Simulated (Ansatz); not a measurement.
Relaxation of GeH4O2SeSi (9 atoms, charge 0, multiplicity 1), to a largest force component of 0.015 eV/Å in at most 40 steps.

These are results of Ansatz 0.2.0, RKS PBE/def2-SVP, not measurements.

```xyz
9
Properties=species:S:1:pos:R:3
O 0.801 1.765 1.175
Ge 0.685 0.326 0.162
O 2.167 -0.607 -0.044
Si -1.249 -0.706 -0.163
Se -0.542 0.580 -1.874
H -0.168 2.192 1.125
H 1.979 -1.361 -0.617
H -1.161 -2.143 -0.421
H -2.423 -0.092 0.640
```

Q: Where does it end, and by what steps?

A: The run converged. After 7 steps the energy has fallen by 0.631 eV; H6 moved furthest, 0.51 Å.

| step | energy less start (eV) | largest force component (eV/Å) | accepted |
| --- | --- | --- | --- |
| 0 | 0.0000 | 2.728 | yes |
| 1 | -0.4934 | 1.215 | yes |
| 2 | -0.5727 | 0.916 | yes |
| 3 | -0.6166 | 0.141 | yes |
| 4 | -0.6287 | 0.163 | yes |
| 5 | -0.6309 | 0.029 | yes |
| 6 | -0.6312 | 0.021 | yes |
| 7 | -0.6313 | 0.010 | yes |

```xyz
9
Properties=species:S:1:pos:R:3
O 0.952 1.712 1.179
Ge 0.615 0.279 0.167
O 2.265 -0.392 0.014
Si -1.424 -0.799 -0.172
Se -0.707 0.681 -1.834
H 0.280 2.398 1.002
H 2.236 -1.265 -0.422
H -1.474 -2.254 -0.550
H -2.655 -0.407 0.598
```

Run time: 29 s on 2 threads of Arm Neoverse V1 (shared host), peak memory 0.19 GiB.
